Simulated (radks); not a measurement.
The numbers below are computed, except where a source is named.
Q: Numerical settings for the europium ion Eu+, [Xe] 4f7 6s1. Code: a radial shooting solver on a logarithmic mesh with Libxc functionals. Model: Dirac Kohn-Sham, PBE, spin-unpolarised, spherical densities, finite nucleus; open shells fill j = l - 1/2 first; Fermi nuclear charge, rms radius 5.1115 fm. The defaults (mesh step 0.008 in ln r, mesh end at 40 bohr or more with all orbitals vanishing there, Anderson mixing 0.5 over 9 steps, residual threshold near 1e-9 with the energy settled to 1e-9 hartree or 1e-11 of itself, here a cap of 53 iterations) give E = -10851.2356 hartree and 4f7/2 at -8.442 eV in 17 iterations. Run on one thread of a shared host, so times are rough (Arm Neoverse N1): 0.23 s of CPU time, 0.23 s wall, 17 iterations on 2360 mesh points. One setting is changed at a time: mesh step in ln r 0.05; mesh step in ln r 0.003; mesh step in ln r 0.03; mesh end (bohr) 5; mesh end (bohr) 8; residual threshold 1e-13; residual threshold 0.001; mixing 0.01; linear mixing, mixing 0.5; linear mixing, mixing 0.05; mixing history 3; iteration cap 8. Which runs fail to converge, and which converge to a wrong energy?

A: Not converged within the cap: linear mixing, mixing 0.05; iteration cap 8. Settings that end as converged yet miss the energy by more than 1 mhartree: mesh end (bohr) 5 (+0.134 hartree); mesh end (bohr) 8 (+0.0048 hartree).
